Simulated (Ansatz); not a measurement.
(H3Sn)2O (Sn₂OH₆). The state is a singlet with charge 0. Geometry PBE0-D4/def2-SVP.

Cartesian coordinates in Å:
```
Sn -0.643 1.631 -0.441
H 0.532 2.872 -0.573
H -0.936 0.887 -1.965
H -2.095 2.195 0.269
O 0.090 0.273 0.794
Sn 0.652 -1.602 0.523
H 1.926 -1.630 -0.630
H -0.699 -2.499 -0.043
H 1.172 -2.127 2.065
```

In the def2 sets Sn takes a core potential, while STO-3G treats all electrons; there is no spin–orbit coupling.

Estimate the orbital energies around the gap (eV) in Ansatz with HF/STO-3G, HF/def2-TZVP, PBE-D4/def2-TZVP, B97M-V/def2-TZVP, PBE0-D4/def2-TZVP.


```json
{"orbital": "HOMO−5", "HF/STO-3G": "-10.95", "HF/def2-TZVP": "-13.56", "PBE-D4/def2-TZVP": "-8.57", "B97M-V/def2-TZVP": "-9.00", "PBE0-D4/def2-TZVP": "-9.97"}
{"orbital": "HOMO−4", "HF/STO-3G": "-10.42", "HF/def2-TZVP": "-13.42", "PBE-D4/def2-TZVP": "-8.49", "B97M-V/def2-TZVP": "-8.93", "PBE0-D4/def2-TZVP": "-9.91"}
{"orbital": "HOMO−3", "HF/STO-3G": "-10.29", "HF/def2-TZVP": "-12.27", "PBE-D4/def2-TZVP": "-7.97", "B97M-V/def2-TZVP": "-8.39", "PBE0-D4/def2-TZVP": "-9.22"}
{"orbital": "HOMO−2", "HF/STO-3G": "-9.04", "HF/def2-TZVP": "-12.10", "PBE-D4/def2-TZVP": "-7.83", "B97M-V/def2-TZVP": "-8.25", "PBE0-D4/def2-TZVP": "-9.07"}
{"orbital": "HOMO−1", "HF/STO-3G": "-7.48", "HF/def2-TZVP": "-11.54", "PBE-D4/def2-TZVP": "-6.73", "B97M-V/def2-TZVP": "-7.20", "PBE0-D4/def2-TZVP": "-8.12"}
{"orbital": "HOMO", "HF/STO-3G": "-7.29", "HF/def2-TZVP": "-11.34", "PBE-D4/def2-TZVP": "-6.33", "B97M-V/def2-TZVP": "-6.84", "PBE0-D4/def2-TZVP": "-7.80"}
{"orbital": "LUMO", "HF/STO-3G": "9.18", "HF/def2-TZVP": "1.77", "PBE-D4/def2-TZVP": "-1.81", "B97M-V/def2-TZVP": "-1.71", "PBE0-D4/def2-TZVP": "-0.99"}
{"orbital": "LUMO+1", "HF/STO-3G": "11.86", "HF/def2-TZVP": "2.61", "PBE-D4/def2-TZVP": "-0.64", "B97M-V/def2-TZVP": "-0.51", "PBE0-D4/def2-TZVP": "0.26"}
{"orbital": "LUMO+2", "HF/STO-3G": "11.90", "HF/def2-TZVP": "3.18", "PBE-D4/def2-TZVP": "-0.45", "B97M-V/def2-TZVP": "-0.27", "PBE0-D4/def2-TZVP": "0.47"}
{"orbital": "LUMO+3", "HF/STO-3G": "13.10", "HF/def2-TZVP": "3.20", "PBE-D4/def2-TZVP": "-0.10", "B97M-V/def2-TZVP": "-0.01", "PBE0-D4/def2-TZVP": "0.61"}
{"orbital": "LUMO+4", "HF/STO-3G": "13.13", "HF/def2-TZVP": "3.26", "PBE-D4/def2-TZVP": "0.41", "B97M-V/def2-TZVP": "0.49", "PBE0-D4/def2-TZVP": "1.15"}
{"orbital": "LUMO+5", "HF/STO-3G": "13.33", "HF/def2-TZVP": "3.48", "PBE-D4/def2-TZVP": "0.59", "B97M-V/def2-TZVP": "0.67", "PBE0-D4/def2-TZVP": "1.32"}
```
